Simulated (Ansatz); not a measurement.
Job for Ansatz (an electronic-structure program): R-CCSD(T)/def2-TZVPP on H4SeSi (SMILES [SiH3][SeH]), a point of a torsion scan. The run froze 19 orbitals, filled d shells among them.

Ansatz 0.2 input:
```yaml
crystal:
  periodic: [false, false, false]
  atoms:
    - {symbol: Si, position_ang: [-0.62607857, 0.01396356, -0.00203160]}
    - {symbol: Se, position_ang: [1.51079907, 0.82424654, -0.07942337]}
    - {symbol: H, position_ang: [-0.78129119, -0.74221760, 1.23528684]}
    - {symbol: H, position_ang: [-1.48285457, 1.19081612, -0.02593774]}
    - {symbol: H, position_ang: [-0.79837817, -0.82823148, -1.17785570]}
    - {symbol: H, position_ang: [2.03862018, -0.17475572, -0.96134684]}
basis:
  gaussian:
    orbitals: def2-TZVPP
magnetization: {spin_polarized: false}
correlation: {method: ccsd_t, electrons: outside_noble_gas}
scf: {lower_state_search: off}
```

The log:

```
WARN ansatz: RAYON_NUM_THREADS=1 ignored (pool sized by the plan → 1); use --threads N
Functional definition: HF
these checks for a lower state are left out or cut short: stability, starts, cluster_reference, orbital_swaps, neighbouring_geometries, increment
integrals: 0.32 GiB planned
865 factors; integrals over basis functions are off by at most 9.3e-4 eV
mean field: 0.41 GiB planned
mean field evaluation 1: about -73228.4049 eV, gradient 1.3e1 eV
mean field evaluation 2: about -73228.5465 eV, gradient 1.3e1 eV
mean field evaluation 4: about -73229.4931 eV, gradient 2.2e0 eV
mean field evaluation 8: about -73229.5073 eV, gradient 1.3e-1 eV
mean field -73229.50746149 eV, -2691.1347624667 hartree, gradient 3.6e-6 eV, S^2 0.000000; 0 other end points of the search recorded, 0 dependent functions left out
19 core orbitals not correlated
reference -73229.50746149 eV, -2691.1347624667 hartree; 7, 7 occupied and 120, 120 virtual orbitals, 865 factors
second order -7.86946448 eV of doubles, -0.00000000 eV of singles
coupled cluster: 0.65 GiB planned
cycle   1  -8.65326335 eV  change   -7.8e-1 eV  update   6.8e-2
cycle   2  -8.93858786 eV  change   -2.9e-1 eV  update   2.1e-2
cycle   3  -8.96207977 eV  change   -2.3e-2 eV  update   6.7e-3
cycle   4  -8.95917607 eV  change    2.9e-3 eV  update   2.1e-3
cycle   5  -8.95846938 eV  change    7.1e-4 eV  update   6.5e-4
cycle   6  -8.95837423 eV  change    9.5e-5 eV  update   2.0e-4
cycle   7  -8.95840741 eV  change   -3.3e-5 eV  update   5.8e-5
cycle   8  -8.95842489 eV  change   -1.7e-5 eV  update   2.0e-5
cycle   9  -8.95842099 eV  change    3.9e-6 eV  update   6.4e-6
perturbative correction -0.32124064 eV, -0.0118053758 hartree
Total energy: -73238.78712312 eV, -2691.4757837416 hartree
Checks for a lower state left out: stability, starts, cluster_reference, orbital_swaps, neighbouring_geometries, increment
```

Self-consistency was reached.

Cost: about 10 core-seconds (a rough figure).
